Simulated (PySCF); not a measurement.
From one molecule to another.

First species: 1,1-difluoroethane, C₂H₄F₂.
Numbering: `[CH3:1][CH:2]([F:3])[F:4]` (hydrogens: H5, H6, H7 on C1; H8 on C2)

Cartesian coordinates in Å at the GFN2-xTB level; atoms count from 1:
```xyz
8
C2H4F2 angstrom
C     -0.7813   -0.1569    0.0059
C      0.7017    0.1345    0.0635
F      1.3994   -0.7581   -0.6828
F      0.9746    1.3553   -0.4617
H     -1.1167   -0.1130   -1.0275
H     -0.9720   -1.1483    0.4055
H     -1.3182    0.5834    0.5912
H      1.1216    0.1124    1.0814
```

Second species: C₄H₃F₃S.
InChI=1S/C4H3F3S/c5-4(6,7)8-3-1-2-3/h1H,2H2

Levels: PBE0/def2-SVPD for dipole moment, HOMO energy, LUMO energy, HOMO–LUMO gap, static isotropic polarisability and electronic spatial extent ⟨r²⟩ about the centre of nuclear charge; TDDFT PBE0/def2-SVPD for lowest singlet excitation; TDA PBE0/def2-SVPD for lowest triplet excitation (Tamm–Dancoff); GFN2-xTB for rotational constant A and rotational constant C. Geometries: GFN2-xTB. All species are isolated and taken at one optimised geometry, non-relativistic unless stated. Electronic properties by PySCF.

Dipoles, sizes and rotational constants follow the conformer. The torsions of the flexible species, by atom-mapped SMILES:
- `[F:1][C:2]([F:3])([F:4])[S:5][C:6]1=[CH:7][CH2:8]1`: F1–C2–S5–C6 60°, C2–S5–C6–C7 180°

```csv
property,column X,column Y
dipole moment,2.30 D,1.55 D
HOMO energy,-9.75 eV,-6.96 eV
LUMO energy,0.77 eV,-0.53 eV
HOMO–LUMO gap,10.52 eV,6.43 eV
lowest singlet excitation,9.25 eV,4.93 eV
lowest triplet excitation (Tamm–Dancoff),8.91 eV,3.81 eV
static isotropic polarisability,28.9 au,69.3 au
electronic spatial extent ⟨r²⟩ about the centre of nuclear charge,257 bohr²,1039 bohr²
rotational constant A,9.697 GHz,3.312 GHz
rotational constant C,5.190 GHz,1.111 GHz
```

**Question.** Which column belongs to which species?

**Answer.** Column X is the first species and column Y the second. The first has 8 atoms and 34 electrons, the second 11 and 70.

**Question.** How does each property change from the first species to the second?

**Answer.** dipole moment -0.75 D; HOMO energy +2.79 eV; LUMO energy -1.30 eV; HOMO–LUMO gap -4.09 eV; lowest singlet excitation -4.32 eV; lowest triplet excitation (Tamm–Dancoff) -5.10 eV; static isotropic polarisability +40.4 au; electronic spatial extent ⟨r²⟩ about the centre of nuclear charge +782 bohr²; rotational constant A -6.385 GHz; rotational constant C -4.079 GHz.

On the first: The vertical singlet–triplet gap S1 − T1 is 0.34 eV (TDDFT singlet less Tamm–Dancoff triplet; S1: HOMO→LUMO, weight 0.95; T1: HOMO→LUMO, weight 0.87). The principal polarisabilities are 27.7, 28.6 and 30.3 au; their mean is the isotropic value.

On the second: The 6 singlets span 4.93 to 7.15 eV, and their oscillator strengths add up to 0.21. The dipole equals about 5.2 × 10⁻³⁰ C·m (1 D = 3.33564 × 10⁻³⁰ C·m).
